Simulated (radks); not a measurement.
Results of a calculation; reference values are marked as such.
Q: Species: Nd+. Configuration: [Xe] 4f3 5d1 6s1 (not the ground configuration). Level of theory: Dirac Kohn-Sham, PBEsol, spin-unpolarised, spherical densities, point nucleus; open shells are shared between the two j in proportion to 2j + 1 (a radial shooting solver on a logarithmic mesh with Libxc functionals). Some entries of the table are withheld. Estimate them.

orbital,occ.,eigenvalue (eV),<r> (bohr)
1s1/2,2,(1),0.02363
2s1/2,2,-7020.379,0.1005
2p1/2,2,-6642.720,(2)
2p3/2,4,-6123.036,(3)
3s1/2,2,-1533.634,0.2661
3p1/2,2,(4),0.2558
3p3/2,4,(5),0.2682
3d3/2,4,-987.6823,0.2395
3d5/2,6,-965.2653,0.2434
4s1/2,2,(6),0.6064
4p1/2,2,-254.1879,0.6225
4p3/2,4,-231.5218,0.6505
4d3/2,4,-131.3335,0.6978
4d5/2,6,-127.3068,0.7077
5s1/2,2,-49.7425,1.448
5p1/2,2,-33.0184,1.622
5p3/2,4,-29.7519,1.708
4f5/2,1.28571,(7),(8)
4f7/2,1.71429,(9),(10)
6s1/2,1,-8.7830,3.848
5d3/2,0.4,-8.7505,2.612
5d5/2,0.6,-8.4897,2.665

A: 
(1) 1s1/2 eigenvalue (eV): -43356.22
(2) 2p1/2 <r> (bohr): 0.08424
(3) 2p3/2 <r> (bohr): 0.09065
(4) 3p1/2 eigenvalue (eV): -1372.373
(5) 3p3/2 eigenvalue (eV): -1268.671
(6) 4s1/2 eigenvalue (eV): -315.0916
(7) 4f5/2 eigenvalue (eV): -13.2675
(8) 4f5/2 <r> (bohr): 0.9900
(9) 4f7/2 eigenvalue (eV): -12.8119
(10) 4f7/2 <r> (bohr): 1.002
